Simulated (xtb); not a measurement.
H3IO2Si, SMILES O[SiH](I)O. All values are semi-empirical tight-binding results from xtb (GFN2-xTB unless named), good for trends rather than for accurate numbers. Geometry: GFN2-xTB. The values are those of a single conformer.

* **orbital gap**: 6.09 eV
* **zero-point energy**: 22.8 kcal/mol
* **G − E(el) at 298.15 K (modified RRHO)**: 3.0 kcal/mol
* **static polarisability (D4 model)**: 73.8 bohr³
* **solvation energy, GFN2-xTB/ALPB(water)**: -8.9 kcal/mol
* **solvation energy, GFN2-xTB/ALPB(benzene)**: -4.7 kcal/mol
